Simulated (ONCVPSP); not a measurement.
# tin (Sn), ONCV: configuration errors across variants

* Element: tin
* Generator: ONCVPSP 4.0.1
* Type: optimised norm-conserving Vanderbilt (ONCV)
* Functional: LDA (Perdew-Zunger)
* Relativity: fully relativistic
* Frozen core: [Ar] 3d10
* Valence charge: 22
* Reference configuration: 4s2 4p6 4d10 5s1 5p3
* Partial waves: 4s+5s: rc 1.50 bohr, ncon 3, nbas 6, qcut 8.3 1/bohr, 2 projectors; 4p+5p: rc 1.30 bohr, ncon 3, nbas 7, qcut 12.6 1/bohr, 2 projectors; 4d: rc 1.50 bohr, ncon 4, nbas 8, qcut 9 1/bohr, 1 projector
* Local potential: polynomial inside 1.25 bohr (lpopt 5, dvloc0 0 Ha)
* Core correction: Teter function, fcfact 4.75, rcfact 1.15

Open shells are filled in proportion to 2j + 1.

All-electron excitation energies from the reference (eV): (1) 4s2 4p6 4d10 5s2 5p2 -7.055; (2) 4s2 4p6 4d10 5s2 5p1 0.057; (3) 4s2 4p6 4d10 5s2 5p0 14.340; (4) 4s2 4p6 4d9 5s2 5p2 25.697.

A true bound ghost makes a file unfit for plane-wave use even where its test errors are small: the radial tests pick states by their node count and pass the ghost by.

Errors AE − PS in meV (a dash: test not solved or not reliable):

```tsv
change	(1)	(2)	(3)	(4)	bound ghosts	GHOST(+) flags above zero
base	-1.7	-1.4	-0.6	+13	none	none
local potential polynomial inside 1.25 bohr (lpopt 5, dvloc0 -0.5 Ha)	-1.8	-1.8	-1.3	+13	none	none
local potential polynomial inside 1.25 bohr (lpopt 5, dvloc0 0.5 Ha)	-1.7	-1.4	-0.6	+13	none	none
local potential polynomial inside 1.25 bohr (lpopt 5, dvloc0 2.5 Ha)	-1.6	-1.3	-0.5	+11	none	none
local potential polynomial inside 1.25 bohr (lpopt 5, dvloc0 4.5 Ha)	-1.6	-1.2	-0.3	+9.5	p1/2	none
local potential polynomial inside 1.25 bohr (lpopt 5, dvloc0 6.5 Ha)	-1.7	-1.4	-0.6	+8.1	none	none
local potential polynomial inside 1.25 bohr (lpopt 5, dvloc0 8 Ha)	-1.7	-1.4	-0.5	+7.1	none	none
local potential polynomial inside 1.25 bohr (lpopt 5, dvloc0 9 Ha)	-1.7	-1.4	-0.5	+6.4	none	none
```

**Question.** Give the same row for: local potential polynomial inside 1.25 bohr (lpopt 5, dvloc0 -2 Ha).

**Answer.** -1.6, -1.3, -0.4, +16; bound ghosts: none; GHOST(+) flags above zero: none.
